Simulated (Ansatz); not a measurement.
Reaction (substitution at a C–C bond): `C[C]1(C)[O][AlH]1` + `COC(=O)O` → `COC(=O)OC` + `C[CH]1[O][AlH]1`

Computed with Ansatz on PBE0-D4/def2-TZVP structures; ΔE is electronic, products minus reactants. CCSD(T)/CBS adds triple-zeta CCSD(T) − MP2 to the extrapolated MP2 energy (def2 sets, frozen cores). Functionals use def2-TZVPP. One conformer a species, not always the lowest.

`C[C]1(C)[O][AlH]1`:

```xyz
12

C     0.784   -0.955    0.713
C     0.045    0.043   -0.137
C    -1.229    0.515    0.508
O     0.919    1.186   -0.519
Al    0.478    0.381   -1.960
H     0.178   -1.851    0.874
H     1.006   -0.515    1.695
H     1.732   -1.261    0.266
H    -1.919   -0.319    0.660
H    -1.740    1.275   -0.087
H    -1.008    0.956    1.490
H     0.754    0.544   -3.500
```

`COC(=O)O`:

Cartesian coordinates in Å:
```
C 0.616 1.244 -0.013
O 0.645 -0.137 -0.362
C -0.421 -0.824 0.016
O -1.375 -0.392 0.605
O -0.267 -2.093 -0.369
H 1.549 1.659 -0.385
H -0.236 1.739 -0.482
H 0.548 1.365 1.068
H -1.060 -2.559 -0.078
```

`COC(=O)OC`:

Z-matrix (Å, degrees):
```
C
O 1 1.423
H 1 1.091 2 110.7
H 1 1.088 2 105.6 3 -119.5
H 1 1.091 2 110.7 3 121.0
C 2 1.329 1 114.5 3 -60.5
O 6 1.329 2 108.1 1 180.0
O 6 1.202 2 125.9 1 -0.0
C 7 1.423 6 114.5 2 180.0
H 9 1.091 7 110.7 6 60.4
H 9 1.088 7 105.6 6 180.0
H 9 1.091 7 110.7 6 -60.5
```

`C[CH]1[O][AlH]1`:

Cartesian coordinates in Å:
```
C 0.483 -0.655 0.942
C -0.530 0.063 0.100
O -0.168 1.474 -0.195
Al -0.324 0.657 -1.686
H 0.548 -0.196 1.936
H 1.483 -0.634 0.503
H 0.193 -1.701 1.072
H -1.528 0.012 0.542
H -0.155 0.980 -3.214
```

```tsv
species	r2SCANh-D4 energy (Eh)
`C[C]1(C)[O][AlH]1`	-436.09679
`COC(=O)O`	-304.27154
`COC(=O)OC`	-343.55766
`C[CH]1[O][AlH]1`	-396.78838
```

(1) Work out ΔE.

(2) What do rigid-rotor, harmonic-oscillator terms from PBE0-D4/def2-TZVP frequencies (298.15 K, 1 bar) make of the CCSD(T)/CBS value? (Best estimate.)

Largest T1 diagnostic among the species: 0.016.

Results:

(1) ΔE = (-343.55766) + (-396.78838) − (-436.09679) − (-304.27154) = 0.02229 Eh = +14.0 kcal/mol. CCSD(T)/CBS gives +14.3 kcal/mol.

(2) The calculation gave: ΔZPE = +0.2 kcal/mol, ΔH = +14.6 kcal/mol, ΔS = 1 J/(mol·K), ΔG = +14.5 kcal/mol.

The D4 term adds +0.9 kcal/mol with B3LYP and +0.5 kcal/mol with PBE0; it sums over pairs of atoms, weighted by their polarisabilities, and B3LYP, whose exchange is more repulsive, gets the larger term. In def2-TZVPP, CCSD(T) changes the Hartree–Fock value by +3.3 kcal/mol (the triples alone add +0.4 kcal/mol) and MP2 by +4.9 kcal/mol. Leaving LDA and LC-ωPBE aside and taking each functional with its dispersion term where it has one, the values, not all of them listed here, spread over 2.1 kcal/mol, from CAM-B3LYP-D4 to PBE-QIDH. LDA lies +1.6 kcal/mol from PBE without D4.

B3LYP here is the variant with VWN-RPA as its local correlation; programs differ in this.
